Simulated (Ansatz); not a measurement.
Species: GeI, charge 1, multiplicity 1. SMILES of the parent species: [Ge][I]
Geometry from a B3LYP-D3(BJ)/def2-TZVP (Ansatz, an electronic-structure program) optimisation:
```xyz
2

Ge     0.0000     0.0000    -1.5094
I      0.0000     0.0000     0.9113
```
Charge +1, spin multiplicity 1.

Parts of the frozen-core correlation energy in def2-SVP (Ansatz, hartree). Frozen orbitals: 23; correlated occupied orbitals by spin: 5 and 5; virtual: 30 and 30. No spin-orbit coupling. In def2 rows, elements after Kr have scalar-relativistic effective core potentials.

```csv
term,value
reference (HF),-2371.51600
MP2 opposite-spin,-0.11776
MP2 same-spin,-0.03859
CCSD correlation,-0.17707
(T),-0.00812
CCSDT minus CCSD(T),-0.00110
T1 diagnostic,0.031
largest doubles amplitude,0.072
```
